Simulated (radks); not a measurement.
Spherical jellium clusters: N electrons in a uniform positive sphere of charge N and radius rs N^(1/3), rs = 3.74 bohr. Calculated with a radial shooting solver with Libxc functionals: non-relativistic Kohn-Sham, LDA (Slater exchange, Perdew-Wang correlation), spin-polarised, spherical densities. Levels are named by radial order and angular momentum (1s, 1p, 1d, 2s, ...), and open shells are averaged over m.

N = 2, configuration 1s2. This is the lowest configuration that the search found. Occupied and some empty levels:

level,occupation,eigenvalue (eV),<r> (bohr)
1s,2,-3.3663,3.934
1p,0,-1.1873,5.904
2s,0,-0.16185,11.77

Energy (eV): total -3.32011, kinetic 3.3551, external -26.147, Hartree 12.513, exchange-correlation -6.9014, background 13.859. Static polarisability (adiabatic kernel): 177.1 bohr^3, against R^3 = 104.6 for a classical metal sphere.
